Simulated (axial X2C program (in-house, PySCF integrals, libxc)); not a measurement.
**Low determinants of CsSi at the PBE0 level, without spin–orbit coupling**

Calculated with an axial X2C code built on PySCF integrals. Spin-free means the one-electron spin-free X2C Hamiltonian. Basis: Cs dyall-cv3z [15s15p9d4f1g], Si dyall-v3z [8s7p2d1f] (cores contracted in-house); Gaussian nuclei, density fitting, unrestricted open shells. Masses: Cs 132.905 u, Si 27.977 u.

Search at 3.269 Å (vertical energies from the lowest determinant):

```tsv
ΔE (eV)	state	electrons beyond evenly filled partner blocks	electrons in σ, π, δ, φ
0.00	M_S = 3/2, Λ = 0	σα, π+α, π-α	31 30 8 0
0.45	M_S = 1/2, Λ = 0	σβ, π+α, π-α	31 30 8 0
0.98	M_S = 1/2, Λ = 2	σα, π+α, π+β	31 30 8 0
0.98	M_S = 1/2, Λ = 0	σα, π+β, π-α	31 30 8 0
1.14	M_S = 1/2, Λ = 1	π+α	32 29 8 0
1.50	M_S = 1/2, Λ = 1	π+α, π+β, π-α	30 31 8 0
2.20	M_S = 3/2, Λ = 1	2 × σα, π+α	32 29 8 0
```

Lowest determinant, M_S = 3/2, Λ = 0 (beyond evenly filled blocks: σα, π+α, π-α): Re = 3.261 Å, ωe = 165.7 cm⁻¹.

The determinant in row 2 of the search, M_S = 1/2, Λ = 0 (beyond evenly filled blocks: σβ, π+α, π-α), was followed along the bond at PBE0; measured from the minimum of the lowest determinant it gives:

Te = 0.450 eV (3633 cm⁻¹), Re = 3.280 Å, ωe = 155.6 cm⁻¹.

The determinant in row 3 of the search, M_S = 1/2, Λ = 2 (beyond evenly filled blocks: σα, π+α, π+β), was followed along the bond at PBE0; measured from the minimum of the lowest determinant it gives:

Te = 0.976 eV (7873 cm⁻¹), Re = 3.272 Å, ωe = 162.8 cm⁻¹.

Q: Compare the bond of the determinant in row 2 with that of the lowest one.

A: At PBE0 its Re is 0.019 Å longer and its force constant, which goes as ωe², is 0.88 times that of the lowest determinant. This determinant mixes spin states, so it has no term energy of its own.

The search compares states at one distance, so a state with another bond length can lie lower; it is not exhaustive and yields mostly the lowest determinant of each block pattern, so other components and higher states of one pattern are missing. These are energies of single determinants, not of spin-adapted states; PBE0 term energies can be off by some tenths of an eV, and the functional has no current term. The lowest determinant need not be the ground state where others lie within half an eV. Row 2 is spin-contaminated (⟨S²⟩ = 1.77 against 0.75), so its values are not those of a pure state.
